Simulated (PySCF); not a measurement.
## Identify the compound

Molecular formula: C6H10O2Si. Simulated spectra:

$^{1}$H NMR (300 MHz, computed): δ 6.77 (br s, 1H), 5.99 (br s, 1H), 5.85 (br s, 1H), 5.50 (br s, 1H), 5.49 (s, 1H), 5.31 (m, 1H), 5.21 (m, 1H), 3.64 (s, 3H).

$^{13}$C{$^{1}$H} NMR (computed): δ 155.1, 147.9, 130.2, 114.7, 110.7, 56.5.

Method: NMR shieldings at PBE0/pcSseg-1/GIAO, coordinates at the GFN2-xTB level, in PySCF 2.14 (one computed conformer, no solvent model, equivalent nuclei averaged, non-relativistic).

References, each an isolated molecule treated in the same way: $^{1}$H (σref 31.72), $^{13}$C (σref 186.93) vs TMS.

Q: Which candidate is it?
A. CC#C[SiH]1OCCCO1
B. CC#C[Si](O)(O)C1CC1
C. C=C1CO[C@H](C=O)C[SiH2]1
D. C=C1[SiH2]O[C@H](OC)C1=C
E. C#C[C@@](C)([SiH2]C)C(=O)O

A: D. 

- The formula gives 3 degrees of unsaturation (1 ring in the answer).
- 6 carbon signals for 6 carbons: no two carbons are equivalent.
- Carbon types of the structure: 2 × C, 1 × CH, 2 × CH2, 1 × CH3, leaving 2 H on heteroatoms.
- δC 155.1, 147.9: fully substituted alkene carbon; the olefinic region.
- δC 130.2, 114.7: terminal =CH2 carbon; an sp2 carbon of a C=C bond.
- δC 110.7: sp3 carbon bearing two oxygens; 2 electronegative neighbours deshield it.
- δC 56.5: methyl carbon bonded to O; pulled downfield by the heteroatom.
- δH 3.64: hydrogen on a methyl carbon bonded to O; its carbon carries O, hence the downfield position.

The others: CC#C[SiH]1OCCCO1 would give 5 carbon signals, not 6; C#C[C@@](C)([SiH2]C)C(=O)O would give 5 signals for carbon-bound and other non-exchanging H, not 8; CC#C[Si](O)(O)C1CC1 would give 5 carbon signals, not 6; C=C1CO[C@H](C=O)C[SiH2]1 would give 10 signals for carbon-bound and other non-exchanging H, not 8.

Shifts are as computed. Against solution values, carbons near 30 ppm lie about +3 ppm off and those near 130 ppm about +5 ppm. Of 1309 compounds with measured shifts, 239 miss one by over three times the rms of a fit or turn the order of signals round; such compounds aren't used in these exercises. No couplings were computed; multiplicities are counted from neighbouring protons, with m where these are inequivalent, close in shift, in a saturated or five-membered ring or joined by F or P, and br s for small geminal =CH2 splittings.
